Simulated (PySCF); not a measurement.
Compound: C4H11NOSi2.
Numbering: `[CH3:1][C:2](=[O:3])[NH:4][CH:5]1[SiH2:6][CH2:7][SiH2:8]1`

Cartesian coordinates in Å at the GFN2-xTB level; atoms count from 1:
```
atom  x, y, z in Å
C1    -3.1584    0.1954    0.3108
C2    -1.7218    0.2479   -0.1408
O3    -1.2755    1.2173   -0.7578
N4    -0.9407   -0.7835    0.1656
C5     0.4392   -0.7217   -0.2345
Si6    1.0030    1.1104   -0.5004
C7     2.6999    0.4626    0.2227
Si8    1.8938   -1.0866    0.9665
H9    -3.2959    0.9143    1.1168
H10   -3.8036    0.4932   -0.5121
H11   -3.4391   -0.7949    0.6589
H12   -1.2936   -1.5739    0.6829
H13    0.5547   -1.3111   -1.1509
H14    1.0975    1.5760   -1.8754
H15    0.6122    2.1000    0.5034
H16    3.2160    1.1222    0.9145
H17    3.4185    0.2110   -0.5541
H18    2.5203   -2.3950    0.7534
H19    1.4636   -0.9745    2.3643
```

Probes without a nucleus sit at each ring's centroid and 1 Å off its mean plane on both sides; NICS is minus the shielding there, NICSzz its component along the normal. Level: GIAO PBE0/pcSseg-1 (PySCF, non-relativistic, gas phase) on the GFN2-xTB geometry, one conformer.

Ring bond lengths (Å), with Mayer bond orders in brackets: C5–Si6 1.935 (0.83), Si6–C7 1.955 (0.81), C7–Si8 1.898 (0.97), Si8–C5 1.921 (0.86).

**Question.** What do the NICS probes read (ppm)?

**Answer.** 
```tsv
ring	type	NICS(0)	NICS(1), two faces	NICS(1)zz, two faces	rms pucker (Å)	centre to ring atoms, mean (Å)
C5–Si6–C7–Si8	4-membered ring with 2 Si; formal bonds all single	-2.0	-1.6 / -3.0	3.7 / 3.4	0.15	1.35
```

**Question.** What can be read from them?

**Answer.** 
- C5–Si6–C7–Si8: mean NICS(1)zz 3.5 ppm, deshielded. C5, Si6, C7, Si8 have four or more neighbours; no verdict on aromaticity is drawn.

**Question.** At the second NICS(1) probe listed for ring C5–Si6–C7–Si8, 1 Å off the ring, how large is the induced field along the normal in 11.7 T applied along it?

**Answer.** NICSzz × B0 = 3.4 ppm × 11.7 T = 40 μT, along the applied field.

**Question.** List the ring angles and the Hirshfeld charges of the ring atoms.

**Answer.** 
- C5–Si6–C7–Si8: C5 92.6° (-0.163 e), Si6 83.6° (+0.303 e), C7 92.7° (-0.269 e), Si8 85.5° (+0.320 e); sum 354.4° against 360° for a flat convex ring.
